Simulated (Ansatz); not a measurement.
Computed with Ansatz on PBE0-D4/def2-TZVP structures; ΔE is electronic, products minus reactants. CBS: MP2 limit from def2 TZ/QZ plus the TZ coupled-cluster correction, frozen cores. DFT in def2-TZVPP. B3LYP here is the variant with VWN-RPA as its local correlation; programs differ in this. One conformer a species, not always the lowest.

`O=C[SiH]([SiH3])[SiH3]` + `C[NH][AlH][F]` → `C[N]([SiH3])[AlH][F]` + `O=C[SiH2][SiH3]`  (cleavage of the Si–Si bond)

CCSD(T)/CBS gives -37.7 kJ/mol.

**Question.** Another level gave -40.7 kJ/mol. Which?
A. SCS-MP2/def2-TZVPP
B. B3LYP/def2-TZVPP
C. PBE-D4/def2-TZVPP
D. ωB97M-V/def2-TZVPP

**Answer.** D. ωB97M-V -40.7, B3LYP -33.8, SCS-MP2/def2-TZVPP -47.2, PBE-D4 -18.2 kJ/mol.

Largest T1 diagnostic among the species: 0.016.

In def2-TZVPP, CCSD(T) changes the Hartree–Fock value by +11.0 kJ/mol (the triples alone add +1.4 kJ/mol) and MP2 by +4.6 kJ/mol. From PBE to PBE0 (25 % exact exchange), in def2-TZVPP and without D4, ΔE moves by −5.4 kJ/mol.
